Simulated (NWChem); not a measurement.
Molecule: SnNH$_{4}$Cl; SMILES [NH2][SnH2][Cl]

```xyz
7

Sn    -0.3133     0.3585     0.0000
N      1.3219     1.5529     0.0000
Cl     0.2895    -1.9373     0.0000
H     -1.1678     0.6247    -1.4523
H     -1.1678     0.6247     1.4523
H      1.9123     1.4435    -0.8225
H      1.9123     1.4435     0.8225
```
Atoms are numbered in this order, from 1.

Results from NWChem. Geometry: optimised at PBE0/def2-SVP (def2 core potentials past Kr).

Problem. Predict the results for PBE0/3-21G, non-relativistic. Quantities: highest occupied level (eV); orbital gap (eV); dipole (D).

Solution. 
* **highest occupied level (eV)**: -7.35
* **orbital gap (eV)**: 6.96
* **dipole (D)**: 2.67
